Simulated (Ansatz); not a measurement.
Ansatz (a first-principles code) input (B3LYP-D3(BJ)/def2-TZVP):

Ansatz 0.2 input:
```yaml
crystal:
  periodic: [false, false, false]
  atoms:
    - {symbol: Si, position_ang: [-0.56719248, -0.54647244, -0.10807936]}
    - {symbol: O, position_ang: [-0.93434674, 1.00950639, -0.40844676]}
    - {symbol: O, position_ang: [0.97295578, -0.92961015, -0.46579001]}
    - {symbol: H, position_ang: [-0.85241132, -0.86991487, 1.28453471]}
    - {symbol: H, position_ang: [-0.41527307, 1.74755515, -0.08441531]}
    - {symbol: H, position_ang: [1.72800326, -0.41766698, -0.16889028]}
basis:
  gaussian:
    orbitals: def2-TZVP
hamiltonian:
  xc: b3lyp
  dispersion: d3bj
magnetization: {spin_polarized: true, initial_magnetization: 1}
relax: {f_tol: 0.002, max_steps: 150}
```

End of the output:

```
mean field -12024.29790220 eV, -441.8847975439 hartree, gradient 2.5e-5 eV, S^2 0.751730; 0 other end points of the search recorded, 0 dependent functions left out
the calculation of the forces begins
reference -12024.29811613 eV, -441.8848054058 hartree; 17, 16 occupied and 100, 101 virtual orbitals, 695 factors
relax step  26: F+E_penalty+E_count = -12024.45153518 eV  Δ(F+E_penalty+E_count) = -1.109e-6 eV  max|allowed force component| = 3.843e-3 eV/Å  Δτ_max = 0.0017 Å  (24 SCF iters, accepted)
these checks for a lower state are left out or cut short: starts, cluster_reference, orbital_swaps, neighbouring_geometries, increment
integrals: 0.03 GiB planned
695 factors; their error is unknown
0.18 GiB of the device are held for the grids
0.44 GiB of device memory are held for the factors and their scratch space
mean field: 0.44 GiB planned
mean field -12024.29790002 eV, -441.8847974639 hartree, gradient 5.3e-6 eV, S^2 0.751731; 0 other end points of the search recorded, 0 dependent functions left out
the calculation of the forces begins
reference -12024.29811395 eV, -441.8848053257 hartree; 17, 16 occupied and 100, 101 virtual orbitals, 695 factors
relax step  27: F+E_penalty+E_count = -12024.45153573 eV  Δ(F+E_penalty+E_count) = -5.540e-7 eV  max|allowed force component| = 1.439e-3 eV/Å  Δτ_max = 0.0012 Å  (25 SCF iters, accepted)
integrals: 0.03 GiB planned
695 factors; their error is unknown
0.18 GiB of the device are held for the grids
0.44 GiB of device memory are held for the factors and their scratch space
mean field: 0.44 GiB planned
mean field -12024.29790002 eV, -441.8847974639 hartree, gradient 7.1e-6 eV, S^2 0.751731; 1 other end points of the search recorded, 0 dependent functions left out
the calculation of the forces begins
reference -12024.29811395 eV, -441.8848053257 hartree; 17, 16 occupied and 100, 101 virtual orbitals, 695 factors
Total energy: -12024.45174966 eV, -441.8904513340 hartree
Atom 0 at    -0.492062    -0.516705    -0.126929 Å, force     0.000473     0.001333     0.000888 eV/Å
Atom 1 at    -0.844834     1.058672    -0.470747 Å, force     0.000839     0.000120     0.001439 eV/Å
Atom 2 at     1.131903    -0.788300     0.038656 Å, force    -0.001234    -0.000385     0.000518 eV/Å
Atom 3 at    -1.040016    -0.918497     1.200711 Å, force    -0.000170    -0.000225    -0.000507 eV/Å
Atom 4 at    -0.528356     1.754151     0.116100 Å, force    -0.000822    -0.000977    -0.001376 eV/Å
Atom 5 at     1.705100    -0.595923    -0.708878 Å, force     0.000913     0.000134    -0.000960 eV/Å
Dipole moment:     0.218744     0.199912    -0.030134 e Å
```

It need not be the lowest isomer of its formula.
